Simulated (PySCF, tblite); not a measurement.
Isomers of C6H8NO (doublet state), one GFN2-xTB conformer each. Single-point energies are computed at B3LYP/pcH-1 (PySCF, gas phase, no added dispersion term), electronic only. GFN2-xTB treats the open shell by occupation alone, and not every SCF solution was tested for stability.

```csv
SMILES,GFN2-xTB relative energy (kcal/mol)
O=C[N][C@H]1CC12CC2,0.0
O=CN[C@H]1C[C@@]12[CH]C2,16.8
C/C=C1/C[C]1NC=O,1.6
[CH2][C@@H]1C=C(C(N)=O)C1,7.6
CC[C]1C=C1NC=O,26.3
```

Conformers: `[O:1]=[CH:2][N:3][C@H:4]1[CH2:5][C:6]12[CH2:7][CH2:8]2` (doublet state) with O1–C2–N3–C4 165°, C2–N3–C4–C5 -84°; `[O:1]=[CH:2][NH:3][C@H:4]1[CH2:5][C@@:6]12[CH:7][CH2:8]2` (doublet state) with O1–C2–N3–C4 -3°, C2–N3–C4–C5 156°; `[CH3:1]/[CH:2]=[C:3]1/[CH2:4][C:5]1[NH:6][CH:7]=[O:8]` (doublet state) with C4–C5–N6–C7 -1°, C5–N6–C7–O8 0°; `[CH2:1][C@@H:2]1[CH:3]=[C:4]([C:5]([NH2:6])=[O:7])[CH2:8]1` (doublet state) with H–C1–C2–C3 63° and -105°, C3–C4–C5–N6 179°, C4–C5–N6–H 180° and 0°; `[CH3:1][CH2:2][C:3]1[CH:4]=[C:5]1[NH:6][CH:7]=[O:8]` (doublet state) with C1–C2–C3–C4 -1°, C4–C5–N6–C7 40°, C5–N6–C7–O8 -11°.

Problem. What does B3LYP/pcH-1 give for the same structures?

Solution. 
| SMILES | B3LYP/pcH-1 E (Eh) | B3LYP/pcH-1 (kcal/mol) | GFN2-xTB (kcal/mol) | point group |
| --- | --- | --- | --- | --- |
| [CH2][C@@H]1C=C(C(N)=O)C1 | -363.35814 | 0.0 | 7.6 | C1 |
| C/C=C1/C[C]1NC=O | -363.34804 | 6.3 | 1.6 | Cs |
| CC[C]1C=C1NC=O | -363.32053 | 23.6 | 26.3 | C1 |
| O=CN[C@H]1C[C@@]12[CH]C2 | -363.31221 | 28.8 | 16.8 | C1 |
| O=C[N][C@H]1CC12CC2 | -363.30520 | 33.2 | 0.0 | C1 |

GFN2-xTB puts O=C[N][C@H]1CC12CC2 lowest instead; measured from each level's own lowest isomer, the values differ by up to 33.2 kcal/mol (O=C[N][C@H]1CC12CC2: 0.0 against 33.2). As drawn, the lowest has a four-membered ring and an N–H bond, which the highest lacks; the highest has a three-membered ring and a quaternary carbon, which the lowest lacks. Neighbours under 5.0 kcal/mol apart (O=CN[C@H]1C[C@@]12[CH]C2 and O=C[N][C@H]1CC12CC2) can change places with a better method, another conformer or zero-point energy.

Problem. What happens when harmonic zero-point energies from GFN2-xTB frequencies are added?

Solution. 
```json
{"SMILES": "[CH2][C@@H]1C=C(C(N)=O)C1", "ZPE (kcal/mol)": "77.3", "electronic (kcal/mol)": "0.0", "with ZPE (kcal/mol)": "0.0"}
{"SMILES": "C/C=C1/C[C]1NC=O", "ZPE (kcal/mol)": "77.6", "electronic (kcal/mol)": "6.3", "with ZPE (kcal/mol)": "6.6"}
{"SMILES": "CC[C]1C=C1NC=O", "ZPE (kcal/mol)": "77.6", "electronic (kcal/mol)": "23.6", "with ZPE (kcal/mol)": "23.9"}
{"SMILES": "O=CN[C@H]1C[C@@]12[CH]C2", "ZPE (kcal/mol)": "78.0", "electronic (kcal/mol)": "28.8", "with ZPE (kcal/mol)": "29.6"}
{"SMILES": "O=C[N][C@H]1CC12CC2", "ZPE (kcal/mol)": "77.9", "electronic (kcal/mol)": "33.2", "with ZPE (kcal/mol)": "33.8"}
```

The zero-point energies span 0.7 kcal/mol. The order is unchanged.
